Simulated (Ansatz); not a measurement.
Consider the substitution at a C–C bond: `CC(O)[SiH3]` + HCl → `OC([SiH3])Cl` + CH₄.

Isolated molecules relaxed with PBE0-D4/def2-TZVP in Ansatz; ΔE leaves out vibrations. CCSD(T)/CBS is the MP2 limit (def2-TZVPP, def2-QZVPP) plus CCSD(T) − MP2 in def2-TZVPP, frozen cores. This one scheme is used for every species. DFT in def2-TZVPP. HSE06 is defined as in plane-wave codes. One conformer a species, not always the lowest.

| species | HSE06 energy (Eh) |
| --- | --- |
| `CC(O)[SiH3]` | -445.47793 |
| HCl | -460.65753 |
| `OC([SiH3])Cl` | -865.66363 |
| CH₄ | -40.47234 |

(1) Work out ΔE.

(2) What do rigid-rotor, harmonic-oscillator terms from PBE0-D4/def2-TZVP frequencies (298.15 K, 1 bar) make of the CCSD(T)/CBS value? (Estimate.)

Largest T1 diagnostic among the species: 0.011.

Answers

(1) ΔE = (-865.66363) + (-40.47234) − (-445.47793) − (-460.65753) = -0.00051 Eh = -1.3 kJ/mol. CCSD(T)/CBS gives +3.6 kJ/mol.

(2) Ansatz gave: ΔZPE = +3.5 kJ/mol, ΔH = +7.1 kJ/mol, ΔS = -2 J/(mol·K), ΔG = +7.7 kJ/mol.

Leaving LDA and LC-ωPBE aside and taking each functional with its dispersion term where it has one, the values, not all of them listed here, spread over 13.4 kJ/mol, from BLYP-D4 to PBE-QIDH. LDA lies +7.3 kJ/mol from PBE without D4. From BLYP to BHLYP (50 % exact exchange), in def2-TZVPP and without D4, ΔE moves by +12.0 kJ/mol. At CCSD(T), def2-SVP lies +8.0 kJ/mol from the extrapolated value and def2-TZVPP +2.5 kJ/mol.
